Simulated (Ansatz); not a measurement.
Isolated molecules relaxed with PBE0-D4/def2-TZVP in Ansatz; ΔE leaves out vibrations. CCSD(T)/CBS is the MP2 limit (def2-TZVPP, def2-QZVPP) plus CCSD(T) − MP2 in def2-TZVPP, frozen cores. DFT in def2-TZVPP. For Ge outer-core shells are correlated without core-valence functions, which leaves a few kJ/mol of doubt a bond. Scalar relativity is left out up to krypton.

Reaction (redistribution): `N#[C][Ge]([F])([Cl])[Cl]` + `F[CH2][AlH2]` → `[F][Ge]([F])([Cl])[Cl]` + `N#C[CH2][AlH2]`

(1) Is it downhill or uphill in electronic energy at CCSD(T)/CBS, and by how much? (Best estimate.)

(2) What do these levels give: r2SCANh-D4, ωB97X-V, ωB97M-V, PBE, r2SCAN, LC-ωPBE, RPA@PBE/def2-TZVPP, HF/def2-TZVPP, CCSD(T)/def2-TZVPP, MP2/def2-QZVPP, SCS-MP2/def2-QZVPP, CCSD/CBS(def2)? (Best estimate.)

Largest T1 diagnostic among the species: 0.013.

Results:

(1) Computed: Downhill: ΔE = -1.83 eV.

(2) Computed: r2SCANh-D4 -1.97, ωB97X-V -1.83, ωB97M-V -1.83, PBE -1.84, r2SCAN -1.96, LC-ωPBE -1.89, RPA@PBE/def2-TZVPP -1.67, HF/def2-TZVPP -1.85, CCSD(T)/def2-TZVPP -1.81, MP2/def2-QZVPP -1.94, SCS-MP2/def2-QZVPP -1.86, CCSD/CBS(def2) -1.83 eV.

Leaving LDA and LC-ωPBE aside and taking each functional with its dispersion term where it has one, the values, not all of them listed here, spread over 0.22 eV, from r2SCAN0-D4 to BLYP-D4. LDA lies −0.11 eV from PBE without D4. From PBE to PBE0 (25 % exact exchange), in def2-TZVPP and without D4, ΔE moves by −0.05 eV.
